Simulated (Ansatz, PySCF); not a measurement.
Bond stretch in SMILES F[SiH3], singlet. The Si1–H5 bond (Si1 also carries F, H, H; H5 carries nothing else) is varied alone, starting from the PBE0/def2-TZVP optimised geometry.

Levels: UKS-PBE = unrestricted PBE/cc-pVTZ in Ansatz (a quantum-chemistry and plane-wave program); UCCSD(T) = CCSD(T) on UHF/cc-pVTZ, frozen core (Ansatz); UMP2 = MP2 on UHF/cc-pVTZ, frozen core in Ansatz; RKS-BP86/6-31G* = restricted BP86/6-31G*, spherical d run with PySCF 2.14.0.

Energies are in kcal/mol, each relative to the lowest point of its own curve near equilibrium.

```tsv
R / Å	UKS-PBE	UCCSD(T)	UMP2	RKS-BP86/6-31G*
1.19	29.7	28.2	27.8	31.2
1.26	15.6	14.3	14.0	16.6
1.32	7.8	6.8	6.6	8.4
1.40	2.0	1.5	1.3	2.2
1.45	___	0.2	___	___
1.48	0.0	0.0	0.0	0.0
1.51	0.0	0.2	___	0.0
1.56	0.7	1.3	1.5	0.7
1.63	2.9	4.0	4.4	2.8
1.74	8.4	10.2	11.0	8.3
1.82	13.3	15.7	16.9	13.2
2.00	25.8	29.3	31.5	25.8
2.24	43.0	47.5	55.7	42.9
2.42	55.0	60.0	72.0	54.8
2.66	69.2	73.8	83.6	69.1
2.98	82.2	87.1	90.4	84.7
3.20	86.6	92.5	92.5	93.3
3.60	90.2	96.3	94.1	105.3
3.92	91.2	97.1	94.6	___
4.41	91.7	97.5	94.9	___
5.15	91.9	97.6	95.0	123.9
```

### Question
Some entries are withheld; supply them.

### Answer

- 1.45, UKS-PBE: 0.4
- 1.45, UMP2: 0.1
- 1.45, RKS-BP86/6-31G*: 0.5
- 1.51, UMP2: 0.3
- 3.92, RKS-BP86/6-31G*: 112.1
- 4.41, RKS-BP86/6-31G*: 118.9

The unrestricted determinant behind UKS-PBE is spin-contaminated at 2.98 to 5.15 Å (<S²> up to 1.0, against 0.00 for a pure singlet). The unrestricted determinant behind UCCSD(T), UMP2 is spin-contaminated at 2.24 to 5.15 Å (<S²> up to 1.0, against 0.00 for a pure singlet). The restricted form behind RKS-BP86/6-31G* keeps the bonding electrons paired and can't separate into open-shell fragments.
